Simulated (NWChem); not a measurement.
## An input for AlNH3BrO (SMILES [NH2][Al]([OH])[Br])

AlNH3BrO: 7 atoms, total charge 0, spin state singlet. SMILES: `[NH2][Al]([OH])[Br]`. The coordinates come from a PBE0-D4/def2-TZVP relaxation. This is one conformer, not always the lowest.

```xyz
7

N    -0.4664    1.1298    0.0948
Al   -0.0999   -0.5656   -0.1751
O     1.3838   -1.2852    0.1764
Br   -1.6978   -1.8803   -1.0449
H     0.1632    1.8154    0.4769
H    -1.3575    1.5456   -0.1201
H     2.1359   -0.8276    0.5464
```

Settings wanted:

```yaml
task: gradient
method: HF
basis_set: STO-3G
integral_approximation: none
reference: RHF
relativity: none
SCF_convergence_threshold: 1e-08
iteration_cap: 80
module: scf
```

**Question.** Write the NWChem 7.3.0 input and the command.

**Answer.** One that was run (others would do as well):

mol.nw:
```
start mol
memory stack 880 mb heap 220 mb global 1100 mb

geometry noautosym nocenter noautoz
  N     -0.466400     1.129800     0.094800
  Al    -0.099900    -0.565600    -0.175100
  O      1.383800    -1.285200     0.176400
  Br    -1.697800    -1.880300    -1.044900
  H      0.163200     1.815400     0.476900
  H     -1.357500     1.545600    -0.120100
  H      2.135900    -0.827600     0.546400
end

basis spherical bse
  N library STO-3G
  Al library STO-3G
  O library STO-3G
  Br library STO-3G
  H library STO-3G
end

scf
  singlet
  rhf
  thresh 1e-08
  maxiter 80
end

task scf gradient
```

```bash
$ nwchem mol.nw > mol.out
```

Calculated total energy: -2913.15292 Eh, largest force 2.916 eV/Å. The shape is far from stationary at this level.
